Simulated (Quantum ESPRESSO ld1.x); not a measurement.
Values are calculated unless marked as measured or tabulated.
As XIV, configuration [Ar] 3d2. Code: ld1.x of Quantum ESPRESSO 7.5. Model: scalar-relativistic Kohn-Sham, LDA (Slater exchange, Perdew-Zunger correlation), spin-unpolarised, spherical densities, point nucleus.

Normalised radial functions P(r) = r R(r), r in bohr:

| r | 3s |
|---|---|
| 0.002128 | 0.1119 |
| 0.002662 | 0.1365 |
| 0.003331 | 0.1658 |
| 0.004167 | 0.2002 |
| 0.005213 | 0.2399 |
| 0.006522 | 0.2846 |
| 0.00816 | 0.3334 |
| 0.01029 | 0.3862 |
| 0.01287 | 0.4354 |
| 0.01611 | 0.4768 |
| 0.02015 | 0.5017 |
| 0.02521 | 0.4984 |
| 0.03154 | 0.4526 |
| 0.03946 | 0.3498 |
| 0.04937 | 0.1792 |
| 0.06176 | -0.0590 |
| 0.07727 | -0.3444 |
| 0.09666 | -0.6276 |
| 0.1209 | -0.8280 |
| 0.1513 | -0.8478 |
| 0.1893 | -0.6076 |
| 0.2368 | -0.0986 |
| 0.2963 | 0.5723 |
| 0.3736 | 1.2086 |
| 0.4674 | 1.5259 |
| 0.5848 | 1.4398 |
| 0.7316 | 1.0450 |
| 0.9153 | 0.5741 |
| 1.145 | 0.2288 |
| 1.433 | 0.0620 |
| 1.792 | 0.0105 |

3s: eigenvalue -541.69 eV, 2 radial nodes at r = 0.0587, 0.245 bohr, <r> = 0.546 bohr, 90 % of the charge inside 0.800 bohr.
